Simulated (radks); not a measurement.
The numbers below are computed, except where a source is named.
Problem. The mean radii <r> (bohr) of the occupied orbitals of an atom or ion are listed with their occupations. Code: a radial shooting solver on a logarithmic mesh with Libxc functionals. Model: non-relativistic Kohn-Sham, BLYP, spin-polarised, spherical densities, point nucleus.

orbital  occ.     <r>
1s up       1  0.1880

Name the element and its charge. Open shells, if any, are filled with parallel spins first.

Solution. Z = 8, oxygen, charge +7: O7+ in 1s1. The 1s radius gives Z: for a bare nucleus <r> = 1.5/Z, 0.1875 bohr for Z = 8, and the self-interaction of the functional makes it slightly larger (0.1880 here). The occupations add up to 1, and the charge is Z minus that.
